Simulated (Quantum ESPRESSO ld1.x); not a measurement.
The numbers below are computed, except where a source is named.
One sound ld1.x (Quantum ESPRESSO 7.5) input for neutral boron gives E = -24.351 hartree in 30 iterations:

```
 &input
    zed=5.0,
    iswitch=1,
    rel=2,
    dft='PZ',
    config='[He] 2s2 2p1',
    verbosity='high',
    lsmall=.true.,
    prefix='ld1',
    max_out_wfc=37,
    file_charge='ld1.rho',
 /
```

Changed or added lines, one case at a time, and what came of them:

- config='[He] 2s2 2p1 2d1': refused. The program stops in el_config with "main/angular quantum number mismatch": l must be smaller than n.
- iswitch=7: refused. The program stops in ld1_readin with "wrong iswitch": iswitch takes 1 to 4.
- rmax=5000.0: harmless. The energy moves by less than 1e-5 hartree against the default mesh (-24.351 hartree).
- atom='B': harmless. atom and zed name the same element, and the result equals that of the sound run.
- dft='LDA+U': refused. The program stops in set_dft_from_name with "LDA+U: unrecognized dft": the name is not a functional that the program knows.
- config='[He] 2s2 2p1 1s1': refused. The program stops in el_config with "occupation wrong": the bracketed core already holds 1s.
- config='[He] 2s2 2p1 2p1': not converged. The string holds 6 electrons for Z = 5, so the species has charge -1 and is not the one meant. The extra electrons are not bound, and the cycle does not converge.
